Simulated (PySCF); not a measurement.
Two structures of BH2Cl3, closed shell, reached by relaxing down either side of one saddle point (PBE0-D4/def2-TZVP). Energies are electronic, without zero-point energy. Program: PySCF 2.14 with density fitting (its default auxiliary sets; JK sets also for MP2 and CCSD(T)). Basis: def2-TZVPP and def2-QZVPP. Cores are frozen in the correlated methods. Extrapolation: Hartree–Fock as exp(−7.88 √X), correlation as X^−2.97. First:

B1  (-0.669, -0.509, -0.728)
H2  (-0.008, 0.276, -1.324)
Cl3  (-0.108, -2.141, -0.549)
Cl4  (-2.213, -0.029, -0.098)
H5  (1.784, 1.583, 0.940)
Cl6  (1.174, 0.800, 1.747)
(Å)

Second:

| atom | x (Å) | y (Å) | z (Å) |
| --- | --- | --- | --- |
| B1 | -0.6676 | -0.7371 | 0.4392 |
| H2 | 1.1579 | 1.3806 | -1.1873 |
| Cl3 | 0.0722 | -1.9551 | -0.5543 |
| Cl4 | -2.0189 | 0.1725 | -0.1639 |
| H5 | 1.4783 | 1.5852 | -0.5450 |
| Cl6 | -0.0591 | -0.4331 | 2.0376 |

(1) Which bonds change from the first to the second?

(2) Give the saddle point's structure and its height above each. (To be estimated.)

T1 diagnostic: at most 0.012. The start structure is not quite a true minimum (one mode of 42i cm⁻¹). The end structure is not quite a true minimum (one mode of 53i cm⁻¹).

Results:

(1) BHCl₂ ([Cl][BH][Cl]) + HCl → BCl₃ ([Cl][B]([Cl])[Cl]) + H₂; bonds formed: B1–Cl6, H2–H5; bonds broken: B1–H2, H5–Cl6.

(2) Computed: 113.2 kJ/mol above the first and 161.9 kJ/mol above the second (CCSD(T) at an estimated basis limit (MP2 extrapolated from triple and quadruple zeta, plus CCSD(T) − MP2 in triple zeta)).
```tsv
atom	x (Å)	y (Å)	z (Å)
B1	-0.2256	-0.1760	-0.2281
H2	0.5652	0.7242	-0.7077
Cl3	0.2579	-1.7679	-0.7987
Cl4	-1.8933	0.3746	-0.3245
H5	0.7926	0.7208	0.3394
Cl6	0.5029	0.1243	1.7196
```

Labels in which every atom is bracketed show which atoms are joined, not bond orders.

For scale, one of the runs: CCSD(T)/def2-TZVPP, 185 basis functions, launched by `OMP_NUM_THREADS=4 python run.py`. The run took 3 min on 4 CPU threads of a Oxide Virtual Turin-like (shared host), with 2 GiB of host memory at its peak.
